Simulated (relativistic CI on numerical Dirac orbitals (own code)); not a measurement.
# Fe2+ in a cubic cluster: 1s photoemission with charge transfer

Computed with a charge-transfer multiplet model of a cubic metal-ligand cluster with up to 3 ligand holes, Slater and spin-orbit integrals from Dirac-Coulomb-Breit ions, Slater integrals scaled by 0.8. The ground state mixes d6 with configurations of k ligand holes L, whose averages lie at kΔ + k(k − 1)U_dd/2; a core hole lowers each added d electron by U_cd. 300 K, Lorentzian 1.1 eV and Gaussian 0.6 eV FWHM.

Atomic integrals in eV (Slater integrals scaled, ζ unscaled), ground: F2dd 8.723, F4dd 5.416, zeta_d 0.049; with the core hole: F2dd 10.144, F4dd 6.337, zeta_d 0.073, G2cd 0.054.

Cluster parameters (eV): U_dd = 7.2, U_cd = 8.8, 10Dq = 1.25, 10Dq(ligand) = 1.4, V(eg) = 2.4, V(t2g) = -1.05, final-state hopping factor = 1.

```csv
Case,n_d,d6,d7L,d8L2,d9L3,S
Δ = 1.5 eV,6.70,0.40,0.51,0.09,0.00,0.02
Δ = 2.5 eV,6.61,0.47,0.47,0.07,0.00,0.02
Δ = 3.5 eV,6.52,0.53,0.41,0.05,0.00,0.02
Δ = 4.5 eV,6.44,0.60,0.36,0.04,0.00,0.03
Δ = 6.5 eV,6.31,0.71,0.27,0.02,0.00,0.05
```

Weights, n_d and S are thermal averages at 300 K. Binding energies count from the first peak over 30 % of the highest in each spectrum, which can be another peak from case to case. The parameters are a model scan and need not match a compound or its usual spin state. Peaks in eV (height, largest 100):
- Δ = 1.5 eV: 0.0 (100), 9.4 (31), 17.2 (10)
- Δ = 2.5 eV: 0.0 (100), 7.9 (19), 9.3 (29), 16.4 (12)
- Δ = 3.5 eV: 0.0 (100), 8.1 (25), 9.4 (26), 15.7 (12)
- Δ = 4.5 eV: 0.0 (100), 8.3 (30), 9.5 (22), 15.0 (10)
- Δ = 6.5 eV: 0.0 (100), 8.5 (38)

For the case Δ = 4.5 eV, Δ = 4.5 eV is smaller than U_dd = 7.2 eV, the charge-transfer side of the Zaanen-Sawatzky-Allen scheme. With the core hole the configuration with one ligand hole lies at Δ − U_cd = -7.3, -6.3, -5.3, -4.3, -2.3 eV from the one without, in the order of the table; where this is negative the screened configuration lies lower, though the effective hopping of about 4.5 eV (from the holes of the mixed ground state) mixes the two strongly wherever it is as large as the gap.
